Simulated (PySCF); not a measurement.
**`C#CCn1ncc(C=C)n1`: 4 charge schemes on one density**

Species: C₇H₇N₃.
Cartesian coordinates in Å at the GFN2-xTB level; atoms count from 1:
```
atom  x, y, z in Å
C1    -3.5639   -0.6559   -1.5156
C2    -3.0213   -0.4242   -0.4754
C3    -2.3199   -0.1373    0.7642
N4    -0.9443    0.1974    0.5102
N5    -0.5530    1.4265    0.2688
C6     0.7486    1.3285    0.0663
C7     1.1167   -0.0256    0.1991
C8     2.4005   -0.6743    0.0803
C9     3.5415   -0.0425   -0.1639
N10    0.0015   -0.7033    0.4811
H11   -4.0594   -0.8632   -2.4167
H12   -2.7894    0.7143    1.2655
H13   -2.3386   -1.0198    1.4106
H14    1.3442    2.1889   -0.1527
H15    2.3699   -1.7476    0.2048
H16    4.4720   -0.5760   -0.2494
H17    3.5878    1.0262   -0.2873
```

Density: PBE0/pcSseg-1 (PySCF); schemes: Mulliken, IAO, Hirshfeld and ESP-fitted. Geometry: GFN2-xTB, one conformer, isolated molecule.

Problem. Atoms with like bonding are taken together and averaged. Do the Mulliken, IAO, Hirshfeld and ESP-fitted schemes agree on where the charge is highest?

Solution. The schemes don't all agree: Mulliken H12/H13 (+0.166); IAO H11 (+0.206); Hirshfeld N4 and H11 (+0.098); ESP-fitted N4 (+0.781).

Problem. At which atom do the 4 schemes differ most?

Solution. At N4: from -0.269 (Mulliken) to +0.781 e (ESP-fitted), 1.050 e apart.

Problem. For which atoms does the sign change between the 4 schemes (beyond +0.03 e in one, beyond −0.03 e in another)?

Solution. C2, C3, N4 and C6.

Problem. What partial charge does each atom carry?

Solution. In e; atoms taken as equivalent share a row and are averaged (×n: the atom named and its like, n in all):

```
   atom                          environment  Mulliken     IAO  Hirshfeld  ESP-fitted
     C1               terminal alkyne carbon    -0.292  -0.216     -0.101      -0.549
     C2                        alkyne carbon    +0.107  -0.036     -0.047      +0.269
     C3         sp3 carbon bound to nitrogen    +0.165  -0.169     +0.007      -0.577
     N4                pyrrole-type nitrogen    -0.269  +0.156     +0.098      +0.781
     N5               pyridine-type nitrogen    -0.188  -0.228     -0.131      -0.533
     C6  aromatic CH next to a ring nitrogen    +0.073  -0.101     -0.028      -0.039
     C7          substituted aromatic carbon    +0.062  +0.050     +0.015      +0.370
     C8                     alkene CH carbon    -0.134  -0.143     -0.046      -0.233
     C9                 terminal =CH2 carbon    -0.114  -0.311     -0.096      -0.450
    N10               pyridine-type nitrogen    -0.232  -0.241     -0.129      -0.613
    H11                      alkyne hydrogen    +0.054  +0.206     +0.098      +0.345
H12/H13                   methylene hydrogen    +0.166  +0.195     +0.073      +0.231
    H14                    aromatic hydrogen    +0.086  +0.172     +0.065      +0.178
    H15                     vinylic hydrogen    +0.108  +0.165     +0.053      +0.203
    H16                     vinylic hydrogen    +0.123  +0.159     +0.051      +0.207
    H17                     vinylic hydrogen    +0.119  +0.146     +0.047      +0.178
```

Mean size of the charges over all atoms: ESP-fitted 0.352 e, IAO 0.170 e, Mulliken 0.145 e, Hirshfeld 0.068 e. Each set sums to the total charge, 0, to within 0.001 e. The Mulliken scheme counts on each atom the diagonal of the density matrix times the overlap matrix over that atom's basis functions.

Problem. How closely do the schemes follow one another over all atoms?

Solution. Correlation coefficient and root-mean-square difference: IAO with Hirshfeld 0.94, 0.113 e; IAO with ESP-fitted 0.87, 0.260 e; Hirshfeld with ESP-fitted 0.83, 0.341 e; Mulliken with Hirshfeld 0.59, 0.130 e; Mulliken with IAO 0.58, 0.158 e; Mulliken with ESP-fitted 0.38, 0.373 e.

Problem. How many electrons does the Mulliken scheme count on C3?

Solution. Z − q = 6 − (+0.165) = 5.835.

Problem. Sum the charges by element.

Solution. 
```tsv
element	atoms	Mulliken	IAO	Hirshfeld	ESP-fitted
C	7	-0.132	-0.926	-0.297	-1.209
N	3	-0.689	-0.312	-0.162	-0.365
H	7	+0.822	+1.239	+0.459	+1.574
```
